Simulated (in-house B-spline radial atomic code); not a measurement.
Ionising the krypton ion Kr⁴⁺ with different functionals

Computed with a B-spline radial code for spherical atoms: four-component Dirac-Coulomb Hamiltonian, Fermi nucleus of rms radius 4.1884 fm, spin-restricted, spherical fractional occupations for the functionals, and exact exchange of hybrids averaged over the configuration. The ionisation energy is the difference of two self-consistent energies, [Ar] 3d10 4s2 4p2 → [Ar] 3d10 4s2 4p1, without Breit or QED terms; ε is the level of the shell that loses the electron (mean over j). The electron is taken from both j subshells in proportion to 2j + 1, so the result is a j average, not the step between ground levels.

| method | rung | ΔSCF (eV) | -ε(4p) (eV) |
| --- | --- | --- | --- |
| BHandHLYP | global hybrid | 63.37 | 60.11 |
| CAM-B3LYP | range-separated hybrid | 63.52 | 59.95 |
| LC-wPBE | range-separated hybrid | 63.48 | 61.42 |
| wB97X | range-separated hybrid | 63.28 | 60.86 |

Q: Among the functionals, which spreads more, the ΔSCF values or the orbital energies?

A: The orbital energies: ΔSCF values span about 0.24 eV and the orbital energies 1.46 eV; here energy differences depend much less on the functional than eigenvalues do.

Q: How do they compare with the NIST value?

A: NIST lists 64.7 eV ± 0.2 (semi-empirical, ground level to ground level). Errors run from -1.41 to -1.17 eV. The correlated functionals all miss on the same side by more than they spread, so the cause is common to them (Breit-QED terms, spin polarisation, the choice among j levels, multiplet and fine-structure energies, or a listed next ion that isn't the cheapest removal here) and closeness doesn't rank the functionals.
